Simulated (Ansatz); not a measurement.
`[F][SnH2][Br]`, relaxed with RKS PBE-D4/def2-SVP in the Gaussian-basis code of Ansatz from a rough embedded geometry. The force threshold is 0.03 eV/Å; the program also tests the step.

The species carries charge 0 and has multiplicity 1. Sn takes the def2 core potential.

Start:

```xyz
5

F     1.684    0.225   -1.076
Sn    0.090   -0.024    0.123
Br   -2.042    0.069   -1.243
H     0.207   -1.514    0.882
H     0.061    1.244    1.314
```

By how much does the energy fall, and how many steps does the optimiser take? (Best estimate.)

The calculation gave: 2.45 kcal/mol, in 3 steps.

Which bonds change most? (Estimate.)

Ansatz gave: F1–Sn2 from 2.011 to 1.957 Å; Sn2–H4 from 1.676 to 1.721 Å; Sn2–Br3 from 2.534 to 2.503 Å; Sn2–H5 from 1.740 to 1.722 Å.

Give the relaxed structure. (An estimate is asked.)

The calculation gave: 
```xyz
5

F     1.593    0.227   -1.020
Sn    0.073   -0.023    0.187
Br   -1.982    0.077   -1.238
H     0.233   -1.614    0.824
H     0.084    1.334    1.247
```
